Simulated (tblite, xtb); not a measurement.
dilithium (Li$_{2}$), singlet, at a GFN2-xTB geometry (such geometries of metal compounds can be far from the true shape). Base run: GFN1-xTB run with xtb.

xtb was given this input:
```
$ xtb mol.xyz --gfn 1 --json

# file mol.xyz
2

Li    -0.00000000    -0.00000000    -1.14955939
Li     0.00000000     0.00000000     1.14955939
```

Programs used: tblite, xtb; a row that names a program was run with it.

The base run was repeated with changes; each row names its change, and settings that it needs were set with it.

```json
[
 {"change": "base", "ΔE vs base (kcal/mol)": "0.000", "HOMO-LUMO gap (eV)": "1.88", "SCF cycles": "4"},
 {"change": "program = tblite; method = gfn1", "ΔE vs base (kcal/mol)": "0.000", "HOMO-LUMO gap (eV)": "-", "SCF cycles": "-"},
 {"change": "program = tblite; method = gfn1; option = (--guess, eeq)", "ΔE vs base (kcal/mol)": "0.000", "HOMO-LUMO gap (eV)": "-", "SCF cycles": "-"},
 {"change": "program = tblite; method = gfn1; option = (--alpb, water)", "ΔE vs base (kcal/mol)": "-32.79", "HOMO-LUMO gap (eV)": "-", "SCF cycles": "-"},
 {"change": "acc = 30", "ΔE vs base (kcal/mol)": "0.000", "HOMO-LUMO gap (eV)": "1.88", "SCF cycles": "4"},
 {"change": "acc = 1000", "ΔE vs base (kcal/mol)": "0.000", "HOMO-LUMO gap (eV)": "1.88", "SCF cycles": "4"},
 {"change": "program = tblite; method = gfn1; option = (--efield, 0,0,0.1)", "ΔE vs base (kcal/mol)": "-0.232", "HOMO-LUMO gap (eV)": "-", "SCF cycles": "-"},
 {"change": "alpb = acetonitrile", "ΔE vs base (kcal/mol)": "-19.03", "HOMO-LUMO gap (eV)": "1.88", "SCF cycles": "4"},
 {"change": "etemp = 10000", "ΔE vs base (kcal/mol)": "-35.81", "HOMO-LUMO gap (eV)": "1.88", "SCF cycles": "5"},
 {"change": "etemp = 5000", "ΔE vs base (kcal/mol)": "-6.14", "HOMO-LUMO gap (eV)": "1.88", "SCF cycles": "4"}
]
```

ALPB and GBSA are two models with their own fitted parameters for each solvent, which aren't always the measured dielectric constant.
